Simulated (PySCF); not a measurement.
**Computed structure and properties of [WOCl3]+**

System: [WOCl3]+ (singlet); start: displaced along the imaginary mode (Cs). Method: PySCF 2.14.0, RKS PBE0, W def2-SVP with ECP60, O def2-SVP, Cl def2-SVP; non-relativistic Hamiltonian with scalar-relativistic core potentials where named; density fitting; no spin-orbit coupling.

Input of the relaxation:

```python
mol = gto.M(atom='''
W      0.21388    -0.00000    -0.02251
O      1.88586     0.00000     0.25000
Cl     0.07336     2.24714    -0.04114
Cl    -2.13441     0.00000     0.08634
Cl     0.07336    -2.24714    -0.04114''',
    basis={'W': 'def2-SVP', 'O': 'def2-SVP', 'Cl': 'def2-SVP'},
    ecp={'W': 'def2-SVP'},
    charge=1, spin=0)
mf = dft.RKS(mol, xc='PBE0')
mf.grids.atom_grid = (50, 194)
mf = mf.density_fit()  # fitting sets: W def2-universal-JKFIT, O def2-universal-JKFIT, Cl def2-universal-JKFIT
mf.conv_tol = 1e-08; mf.max_cycle = 55
mf.kernel(dm0)  # dm0: converged density of the start geometry
# quasi-Newton relaxation in Cartesian coordinates to a largest gradient under 0.00045 Eh/bohr, steps kept in the point group
```

Run from Python with OMP_NUM_THREADS=2; the lines above give its settings. Where DIIS fails, smearing, a level shift and second-order steps follow.
It took 110 s on 2 threads of Intel(R) Xeon(R) Platinum 8259CL CPU @ 2.50GHz (Skylake/Cascade Lake) (shared host), from the converged density of the start.

Course of the relaxation:

| step | energy above end (eV) | largest force component within the symmetry (eV/Å) |
| --- | --- | --- |
| 0 | 4.2404 | 1.427 |
| 1 | 3.7615 | 1.239 |
| 2 | 3.0879 | 2.847 |
| 3 | 2.3403 | 4.774 |
| 4 | 1.6216 | 3.961 |
| 5 | 0.9658 | 3.143 |
| 6 | 0.5235 | 1.450 |
| 7 | 0.3114 | 1.028 |
| 8 | 0.1221 | 1.037 |
| 9 | 0.0165 | 0.621 |
| 10 | 0.0006 | 0.132 |
| 11 | 0.0004 | 0.110 |
| 12 | 0.0001 | 0.092 |
| 13 | 0.0000 | 0.016 |
| 14 | 0.0000 | 0.007 |

Relaxed geometry (C3v):

```xyz
5

W     0.0554    0.0000    0.0782
O     1.2520    0.0000    1.2280
Cl    0.3313    1.8237   -1.1175
Cl   -1.8579    0.0000    1.1604
Cl    0.3313   -1.8237   -1.1175
```

```csv
contact,Å
W1–O2 (O),1.659
W1–Cl3 (Cl),2.198
W1–Cl4 (Cl),2.198
W1–Cl5 (Cl),2.198
```

On the finer grid (75, 302):

The HOMO is -15.76 eV and the LUMO is -9.73 eV. The dipole about the centre of mass is 1.64 D, the set of Mulliken populations of W1 outside the core potential is s 2.50, p 6.29, d 3.97, f 0.18 and the D3(BJ) dispersion energy (not in the energies) is -0.194 eV.

```
atom  Mulliken (e)  Löwdin (e)  spin (e)
  W1          1.05       -0.20      0.00
  O2         -0.12        0.05      0.00
 Cl3          0.03        0.38      0.00
 Cl4          0.03        0.38      0.00
 Cl5          0.03        0.38      0.00
```

On the grid (50, 194), as all that follows. Harmonic modes: a minimum; lowest 122 cm⁻¹ (negative: unstable), highest 1112 cm⁻¹, zero-point energy 0.211 eV.

Rigid scan of O along the line from its metal:

distance to O2 (Å), energy (eV) and a bar:
```
     1.36      5.254 ##############################
     1.46      1.922 ###########
     1.56      0.398 ##
     1.66      0.000 
     1.76      0.281 ##
     1.86      0.950 #####
     1.96      1.824 ##########
     2.11      3.274 ###################
```

Taking off one Cl (charge -1, singlet; the rest: singlet) in vacuum, both parts rigid, costs 17.80 eV; the small basis without counterpoise inflates it. Most of it is the attraction of opposite charges; other ways to part are cheaper, and one spin state was tried for the rest.

Rigid scan of Cl along the line from its metal:

(distance to Cl3 (Å), energy (eV)): (1.90, 1.683), (2.00, 0.636), (2.10, 0.136), (2.20, 0.000), (2.30, 0.100), (2.40, 0.352), (2.60, 1.093), (2.90, 2.358), (3.30, 3.803), (3.80, 4.983)

One start shape was tried, so this needn't be the lowest isomer.
